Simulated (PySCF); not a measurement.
Computed with TPSSh-D3(BJ)/def2-TZVP // BP86-D3(BJ)/def2-SVP (PySCF). Isolated molecules, 0 K electronic values unless said otherwise. One relaxed conformer stands for a flexible species; it need not be the lowest. 

Reference species: [W(Cl)5(OH)] (neutral, multiplicity 1).

```yaml
mean_distance_from_the_central_atom_to_its_bonded_neighbours: 2.253 Å
coordination_number: 6
charge on the central atom (Mulliken): 1.22 e
HOMO–LUMO gap: 2.78 eV
```

After one change: the mean distance from the central atom to its bonded neighbours goes up by 0.070 Å; the coordination number stays essentially unchanged; the charge on the central atom (Mulliken) falls by 0.13 e; the HOMO–LUMO gap rises by 0.10 eV.

Problem. Which change was made? The new species is one of these.
(A) [W(Cl)6]
(B) [W(Cl)(OH)5]
(C) [W(OH)6]
(D) [W(Cl)3(OH)3]

Solution. A, [W(Cl)6]
